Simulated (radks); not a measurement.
Excited configurations of Tm III: one electron is placed in a higher orbital outside [Xe] 4f12. The ground configuration is [Xe] 4f13. Method: scalar-relativistic Kohn-Sham, PBE, spin-polarised, spherical densities, finite nucleus; open shells are filled with parallel spins first (spin-orbit coupling, left out, can overturn this in heavy ions); Fermi nuclear charge, rms radius 5.2256 fm; computed with a radial shooting solver on a logarithmic mesh with Libxc functionals. Excitation = E - E(ground); binding = E(ion) - E, where the ion is the core of charge +3; n* = 3/sqrt(2 binding) in atomic units, and the quantum defect is n - n*.

| outer orbital | excitation (eV) | binding (eV) | quantum defect | <r> (bohr) |
|---|---|---|---|---|
| 5d | 5.552 | 20.246 | 2.541 | 2.274 |
| 6s | 4.946 | 20.853 | 3.577 | 3.115 |
| 6p | 10.091 | 15.707 | 3.208 | 3.810 |
| 6d | 15.863 | 9.936 | 2.489 | 5.482 |
| 6f | 20.393 | 5.406 | 1.241 | 9.690 |
| 7s | 15.154 | 10.645 | 3.608 | 6.013 |
| 7d | 19.656 | 6.143 | 2.535 | 9.436 |

The Delta-SCF ionisation energy is 25.799 eV (NIST Atomic Spectra Database: 23.66 eV, semi-empirical). Self-interaction in the functional shifts the binding energies and quantum defects, so they are the method's values and not measured ones. Open shells are spherical and high-spin; term and fine-structure splittings are not resolved. Spin-orbit splitting is averaged out at the scalar-relativistic level.
